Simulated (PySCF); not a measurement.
## Dipole moment and polarisability of o-benzoquinone

Compound: o-benzoquinone, C6H4O2.
Cartesian coordinates in Å at the PBE0-D3(BJ)/def2-SVP level; atoms count from 1:
```
atom  x, y, z in Å
O1     0.2830    2.6148    0.2961
C2     0.1151    1.4267    0.1574
C3    -1.2156    0.7975    0.1518
C4    -1.3415   -0.5368   -0.0017
C5    -0.1868   -1.4140   -0.1686
C6     1.0782   -0.9460   -0.1825
C7     1.3426    0.4936   -0.0264
O8     2.4551    0.9640   -0.0346
H9    -2.0756    1.4595    0.2771
H10   -2.3341   -0.9954   -0.0038
H11   -0.3739   -2.4850   -0.2853
H12    1.9461   -1.5975   -0.3073
```

Level: CAM-B3LYP/def2-SVPD (PySCF), static field, nuclei fixed, core orbitals frozen in the response. The polarisability tensor in these axes (au):

```
x   88.28  4.39 -2.01
y    4.39 89.95  5.48
z   -2.01  5.48 43.42
```

Question: What are the eigenvalues, a third of the trace, and Δα (Δα² = ½Σ(αi − αj)² over the three pairs)?

Answer: Principal values 42.64, 85.24 and 93.76 au; mean 73.88 au = 10.95 Å³ = 12.18 × 10⁻⁴⁰ C²·m²/J; Δα = 47.44 au (64 % of the mean).

Question: What is the dipole moment, and where does it point?

Answer: (-3.58, -4.64, -0.36) D, 5.87 D in size, pointing from the negative to the positive side. Measured along this direction, the outermost atoms are O1 and O8 at the negative end and H10 and H11 at the positive end.

Question: In TDDFT the mean static polarisability is Σ f/ω² over all singlet excitations (ω in hartree). How much of it do the 10 lowest give? Their energies (eV) and oscillator strengths: 2.10, 0.0000; 3.36, 0.0541; 3.45, 0.0000; 5.78, 0.0006; 6.04, 0.0950; 6.20, 0.0000; 6.43, 0.0002; 6.67, 0.0000; 6.81, 0.1601; 7.08, 0.0054.

Answer: They add up to 8.14 au, 11.0 % of the 73.88 au; the largest single term is 3.55 au, from the state at 3.36 eV. Terms in order: 0.01, 3.55, 0.00, 0.01, 1.93, 0.00, 0.00, 0.00, 2.56, 0.08 au. Higher excitations give the rest. The strengths listed sum to 0.315.

Question: Refractivity n − 1 of an ideal gas of it at 298.15 K and 1 atm, from the electronic α?

Answer: N = p/kT = 2.4615 × 10¹⁹ cm⁻³, so n − 1 = 2π × N × 10.95 × 10⁻²⁴ cm³ = 1693 × 10⁻⁶ at long wavelengths.

Question: What are the principal values of the traceless quadrupole moment, Θ = ½Σq(3rr − r²1), about the centre of nuclear charge?

Answer: -3.62, 1.19, 2.43 D·Å. The values depend on the origin, since the dipole doesn't vanish. The electronic extent ⟨r²⟩ about the same centre is 806 bohr², a root-mean-square distance of 2.01 Å for the 56 electrons.

Isolated species at its PBE0-D3(BJ)/def2-SVP geometry, gas phase.
